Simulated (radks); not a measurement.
Ar2+, configuration [Ne] 3s2 3p4. Method: scalar-relativistic Kohn-Sham, SCAN, spin-polarised, spherical densities, finite nucleus; open shells are filled with parallel spins first; meta-GGA in the generalised Kohn-Sham scheme; Fermi nuclear charge, rms radius 3.4274 fm; computed with a radial shooting solver on a logarithmic mesh with Libxc functionals.

X-ray form factor f0, the Fourier transform of the density (f0(0) = 16):

sin(theta)/lambda (1/angstrom),f0 (electrons)
0.05,15.719
0.1,14.940
0.15,13.825
0.2,12.572
0.25,11.350
0.3,10.268
0.4,8.649
0.5,7.612
0.6,6.872
0.8,5.619
1,4.447
1.25,3.245
1.5,2.425
2,1.614
